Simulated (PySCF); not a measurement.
H3P, triplet, at a GFN2-xTB geometry (a higher spin typed on purpose: for a closed-shell molecule this is an excited state), atoms displaced at random by about 0.03 Å a coordinate.

PySCF was given this input:
```python
from pyscf import gto, scf

mol = gto.M(
    atom='''
P     0.01568875    0.01897138   -0.01752152
H     0.12211141    1.51971860    0.04616125
H     1.28096207   -0.08183893   -0.29873806
H    -0.18056003   -1.52120304   -0.05771002
''',
    basis='sto-3g',
    spin=2,
    verbose=3,
)

mf = scf.UHF(mol)
mf.kernel()
g = mf.nuc_grad_method()
grad = g.kernel()
```

**Question.** Give the <S^2> at the level HF/STO-3G, gradient (PySCF).

**Answer.** 2.040

**Question.** Predict the Mulliken (on the basis functions themselves) charges in atom order from HF/STO-3G, gradient.

**Answer.** P1 0.44, H2 -0.16, H3 -0.12, H4 -0.16

**Question.** Predict the total energy from HF/STO-3G, gradient.

**Answer.** -338.4639 Eh

These values belong to the state on which the SCF converged, which isn't shown to be the lowest.
